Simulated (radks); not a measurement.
The numbers below are computed, except where a source is named.
Valence configurations of the bismuth ion Bi+. Code: a radial shooting solver on a logarithmic mesh with Libxc functionals. Model: scalar-relativistic Kohn-Sham, PBE, spin-polarised, spherical densities, finite nucleus; open shells are filled with parallel spins first (spin-orbit coupling, left out, can overturn this in heavy ions); Fermi nuclear charge, rms radius 5.5211 fm. Energies are relative to [Hg] 6p2; eigenvalues in eV for spin up.

| valence | E (eV) | moment (Bohr magnetons) | e(4f) | e(5d) | e(6p) | e(6s) |
|---|---|---|---|---|---|---|
| [Hg] 6p2 | 0.000 | 2 | -160.69 | -35.229 | -12.038 | -22.603 |
| [Xe] 4f14 5d10 6s1.5 6p2.5 | 4.525 | 3 | -161.51 | -36.071 | -12.627 | -23.372 |
| [Xe] 4f14 5d9.5 6s2 6p2.5 | 11.777 | 3 | -163.89 | -37.753 | -12.859 | -23.889 |
| [Xe] 4f14 5d10 6p4 | 21.904 | 2 | -164.27 | -38.497 | -13.547 | - |
| [Xe] 4f14 5d9 6s2 6p3 | 24.179 | 4 | -167.10 | -40.249 | -13.643 | -25.130 |
| [Xe] 4f14 5d8 6s2 6p4 | 53.137 | 4 | -173.76 | -45.312 | -14.782 | -27.221 |
| [Xe] 4f13.5 5d10 6s2 6p2.5 | 76.527 | 3 | -171.12 | -38.532 | -12.892 | -23.970 |
| [Xe] 4f14 5d7 6s2 6p5 | 84.631 | 4 | -180.40 | -50.283 | -15.833 | -29.192 |
| [Xe] 4f13.5 5d9.5 6s2 6p3 | 89.467 | 4 | -174.36 | -41.064 | -13.683 | -25.223 |
| [Xe] 4f13 5d8 6s2 6p5 | 222.45 | 4 | -195.26 | -52.142 | -15.918 | -29.406 |

NIST lists [Hg] 6p2 as the ground configuration; this level of theory agrees among the configurations tried. The energies are those of spherical high-spin densities, not of single terms.
